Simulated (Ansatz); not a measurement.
Mulliken charges of C$_{2}$H$_{6}$GaO (`C[O][Ga][CH3]`) radical from PBE/def2-TZVPP in Ansatz (PBE0-D4/def2-TZVP geometry).

```tsv
atom	x (Å)	y (Å)	z (Å)	charge (e)
C1	-0.648	1.736	-1.178	-0.106
O2	-0.479	0.671	-0.287	-0.312
Ga3	0.905	-0.472	-0.157	0.209
C4	0.629	-1.831	1.283	-0.352
H5	0.204	1.872	-1.857	0.069
H6	-0.787	2.672	-0.624	0.090
H7	-1.542	1.576	-1.793	0.089
H8	0.451	-2.807	0.828	0.098
H9	-0.243	-1.523	1.861	0.115
H10	1.510	-1.893	1.923	0.100
```

Q: By hand: the dipole of these point charges (1 e Å = 4.8032 D).

A: Σ q r = (0.159, 0.023, -0.126) e Å, of length 0.204 e Å = 0.98 D.

Q: How does the dipole of the full density compare? (An estimate is asked.)

A: The calculation gave: (0.119, -0.067, -0.023) e Å, 0.67 D; the point charges give 1.46 times that, at 44° from its direction.

Point charges leave out the atoms' own dipoles, such as those of lone pairs, and Mulliken's split depends on the basis, so the two needn't agree.
